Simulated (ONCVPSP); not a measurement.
Before and after: ONCV potential for Ca

ONCVPSP 4.0.1 input, shortened (lines: element, Z, core and valence counts, functional; n l f; lmax; l rc ep ncon nbas qcut; lloc lpopt rc5 dvloc0; l nproj debl; icmod fcfact rcfact), PBE, scalar-relativistic:

```
  Ca 20.00    5    2        4      upf
    1    0    2.00
    2    0    2.00
    2    1    6.00
    3    0    2.00
    3    1    6.00
    3    2    1.00
    4    0    1.00
    2
    0    3.90    0.00    4    7    1.50
    1    3.95    0.39    4    7    1.70
    2    2.55    0.00    3    8    7.10
    4    5    1.70    2.00
    0    3    0.80
    1    1    1.50
    2    2    1.40
    0    0.00    0.00
```

In the p channel the program set the typed energies aside and used 0.050 Ha.

Change: s: debl 4.8.

Cutoffs: the cutoffs (Ha) at which the residual kinetic energy of the hardest occupied pseudo-wave falls to 1 and 0.1 mHa per electron; they do not see the model core or the augmentation charge, which bear on the density cutoff. Errors are all-electron minus pseudo energies relative to the spin-unpolarised reference configuration.

Q: Predict the effect on cutoff, ghosts and configuration errors.

A: The potential gets neither clearly harder nor softer (13 Ha and 18 Ha → 13 Ha and 18 Ha); the errors of the 4 common tests hardly move; the range in which the s phases agree narrows (upper end 2.5 → 0.3); neither file shows a bound ghost.

```tsv
quantity	base	changed
cutoff, loose	13 Ha	13 Ha
cutoff, tight	18 Ha	18 Ha
bound ghosts	none	none
GHOST(+) flags under 300 eV	s at 70.2 eV, s at 73.4 eV	s at 97.8 eV, s at 226.8 eV
error for 3d0 4s2, meV [ΔE -2.28 eV]	+262	+260
error for 3d0 4s1, meV [ΔE 4.03 eV]	+316	+299
error for 3d0 4s1.5, meV [ΔE 0.22 eV]	+283	+275
error for 3d1 4s0, meV [ΔE 5.41 eV]	+109	+109
s: phases at 3.95 bohr within 0.05 rad from the reference energy up to (Ha; the scan ends near 5)	2.5	0.3
p: phases at 4.02 bohr within 0.05 rad from the reference energy up to (Ha; the scan ends near 5)	0.4	0.4
d: phases at 2.58 bohr within 0.05 rad from the reference energy up to (Ha; the scan ends near 5)	3.7	3.7
```
